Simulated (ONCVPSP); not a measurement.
**Building the ONCV potential for scandium (PBEsol, scalar-relativistic).**

```json
{"Element": "scandium", "Generator": "ONCVPSP 4.0.1", "Type": "optimised norm-conserving Vanderbilt (ONCV)", "Functional": "PBEsol", "Relativity": "scalar-relativistic", "Frozen core": "[Ne]", "Valence charge": "11", "Reference configuration": "3s2 3p6 3d1 4s2", "Partial waves": "3s+4s: rc 1.95 bohr, ncon 4, nbas 7, qcut 6.6 1/bohr, 2 projectors; 3p: rc 1.30 bohr, ncon 4, nbas 7, qcut 11 1/bohr, 2 projectors, debl 0.6 Ha; 3d: rc 2.05 bohr, ncon 4, nbas 8, qcut 7.5 1/bohr, 2 projectors, debl 1.9 Ha", "Local potential": "polynomial inside 1.00 bohr (lpopt 5, dvloc0 1 Ha)", "Core correction": "none"}
```

In the p channel the program set the typed energies aside and used -1.233, 0.250 Ha.

What the tests gave:

```
Cutoffs needed      : 29 Ha and 41 Ha (the cutoffs (Ha) at which the residual kinetic energy of the hardest occupied pseudo-wave falls to 1 and 0.1 mHa per electron)
Ghost test          : no bound ghost flagged; no localised positive-energy state flagged
Configuration tests : 1 of 4 tests not solved or not reliable
```

Generation and tests took about 4.2 s on one core of a shared server CPU.
